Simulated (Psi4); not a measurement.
P (SMILES [P+]), charge +1, triplet. Base run: CCSD(T)/cc-pVDZ run with Psi4.

Psi4 was given this input:
```
memory 2 GB

molecule {
1 3
  P     0.00000000    0.00000000    0.00000000
}

set basis cc-pvdz
set reference uhf

energy('ccsd(t)')
print_variables()
```

Each row names what was changed in the base input (with any setting that the change needs).

```tsv
change	ΔE vs base (kcal/mol)	MP2 correlation (Eh)	CC correlation without the perturbative part (Eh)	basis functions	outcome
base	0.000	-0.05543	-0.07559	18	converged
method = cisd	-	-	-	-	input refused
freeze_core = on	?	?	?	18	converged
method = ccsd	0.67	-0.05543	-0.07559	18	converged
method = omp2	13.16	-0.05544	-	18	converged
method = mp2	13.32	-0.05544	-	18	converged
method = lccd	?	-0.05543	-	18	converged
scf_type = pk; mp2_type = conv	0.000	-0.05543	-0.07559	18	converged
puream = on	0.000	-0.05543	-0.07559	18	converged
method = scs-mp2	11.81	-0.05543	-	18	converged
```

### Question
Fill in the missing entries.

### Answer

- freeze_core = on, ΔE vs base (kcal/mol): 3.60
- freeze_core = on, MP2 correlation (Eh): -0.04945
- freeze_core = on, CC correlation without the perturbative part (Eh): -0.07001
- method = lccd, ΔE vs base (kcal/mol): -1.45

Open shells are given as the SCF converged; they aren't shown to be the lowest states, and a large step between rows can be another state.

- method = cisd: ended with `psi4.driver.p4util.exceptions.MissingMethodError: Method=cisd is not available for any derivative level under conditions CI_TYPE=CONV, REFERENCE=UHF, FREEZE_CORE=FALSE, QC_MODULE=(auto). See https://psicode.org/psi4manual/master/introduction.html#ss-cisd. Or d`
